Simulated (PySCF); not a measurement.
**SMILES CSc1ccc(Cl)cc1, C7H7ClS**

Geometry (Å), atoms numbered from 1 in this order:
```xyz
16

C     2.269    0.567   -0.007
S     1.312   -0.771   -0.729
C    -0.287   -0.546   -0.027
C    -1.277   -1.465   -0.410
C    -2.569   -1.372    0.088
C    -2.891   -0.350    0.984
Cl   -4.502   -0.228    1.610
C    -1.922    0.569    1.374
C    -0.625    0.472    0.872
H     2.326    0.484    1.089
H     1.874    1.554   -0.291
H     3.282    0.463   -0.420
H    -1.029   -2.266   -1.111
H    -3.334   -2.089   -0.213
H    -2.182    1.364    2.075
H     0.115    1.205    1.193
```

Theory: quadratic response CAM-B3LYP/aug-cc-pVDZ first hyperpolarisability, Taylor convention, gas phase in PySCF 2.14.0. Geometry: PBE0-D3(BJ)/def2-SVP.

Problem. Give the tensor of the static β(0;0,0) in the axes of these coordinates.

Solution. In au, Taylor convention; rows are the first index (the induced dipole):
```
       xx     yy     zz     xy     xz    yz
x  +216.7  -47.1   -3.3   +8.5  -88.3  -6.5
y    +8.5  +17.0   +2.3  -47.1   -6.5  +3.6
z   -88.3   +3.6  +51.4   -6.5   -3.3  +2.3
```
Norm of βᵢ = ⅓ Σⱼ (βᵢⱼⱼ + βⱼᵢⱼ + βⱼⱼᵢ): 171.8 au, hyper-Rayleigh value 99.6 au.
